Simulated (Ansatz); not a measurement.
CH₃Cl₃Sn, charge +1, doublet, at a GFN2-xTB geometry (such geometries of metal compounds can be far from the true shape) (a state made from the parent by changing its charge; the spin is typed, not shown lowest) (all electrons, no relativity); HF/3-21G run with Ansatz (a quantum-chemistry and plane-wave program).

Here is a job for Ansatz.
Ansatz 0.2 input:
```yaml
crystal:
  periodic: [false, false, false]
  atoms:
    - {symbol: C, position_ang: [-2.42894918, -0.34951557, 0.10512035]}
    - {symbol: Sn, position_ang: [-0.11256443, -0.01619755, 0.00487158]}
    - {symbol: Cl, position_ang: [0.69693254, -1.41027332, -1.66927410]}
    - {symbol: Cl, position_ang: [0.22416278, 2.22841157, -0.49496942]}
    - {symbol: Cl, position_ang: [0.74012552, -0.57909556, 2.09234901]}
    - {symbol: H, position_ang: [-2.52298231, -1.39404234, 0.38209361]}
    - {symbol: H, position_ang: [-2.75334588, 0.35236142, 0.86586213]}
    - {symbol: H, position_ang: [-2.76250924, -0.11507398, -0.90004999]}
basis:
  gaussian:
    orbitals: 3-21G.json
hamiltonian:
  xc: hf
total_charge: 1
magnetization: {spin_polarized: true, initial_magnetization: 1}
```
The basis file holds 3-21G in the JSON format of the Basis Set Exchange.

It wrote (shortened):

```
Functional definition: HF
1008 factors; integrals over basis functions are off by at most 1.1e-3 eV
mean field evaluation 1: about -201572.4099 eV, gradient 2.0e1 eV
mean field evaluation 2: about -201572.4305 eV, gradient 2.0e1 eV
mean field evaluation 4: about -201575.3549 eV, gradient 1.6e0 eV
mean field evaluation 8: about -201575.4117 eV, gradient 5.5e-2 eV
mean field -201575.41174033 eV, -7407.7597487357 hartree, gradient 2.5e-5 eV, S^2 0.767885; 0 other end points of the search recorded, 0 dependent functions left out
reference -201575.41174033 eV, -7407.7597487357 hartree; 55, 54 occupied and 32, 33 virtual orbitals, 1008 factors
Total energy: -201575.41174033 eV, -7407.7597487357 hartree
```
